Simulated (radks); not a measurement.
Effect of the nuclear size on the germanium ion Ge2+, [Ar] 3d10 4s2. All-electron calculation, Dirac Kohn-Sham, exchange-only LDA, spin-unpolarised, spherical densities, finite nucleus; Fermi nuclear charge, rms radius 4.0742 fm. Program: a radial shooting solver on a logarithmic mesh with Libxc functionals. The rms radius is varied about that value; shifts are against it.

rms radius (fm)  total energy shift (eV)  density at nucleus (e/bohr^3)  1s1/2 shift (meV)  2s1/2 shift (meV)  3s1/2 shift (meV)  3p1/2 shift (meV)
3.3123                            -0.115                      3.198e+04              -48.8              -4.75             -0.702              0.079
3.8909                           -0.0297                      3.166e+04              -12.6              -1.23             -0.181              0.021
4.0742                                 0                      3.157e+04              0.000              0.000              0.000              0.000
4.4531                            0.0654                      3.139e+04               27.8               2.70              0.399             -0.045
4.5387                            0.0809                      3.135e+04               34.4               3.34              0.494             -0.056

Slopes of the eigenvalues against <r^2> in GHz/fm^2, as finite differences over the two radii next to the reference (eigenvalue slopes, not the field-shift constants of lines): 1s1/2 2080, 2s1/2 202, 3s1/2 29.9, 3p1/2 -3.39.
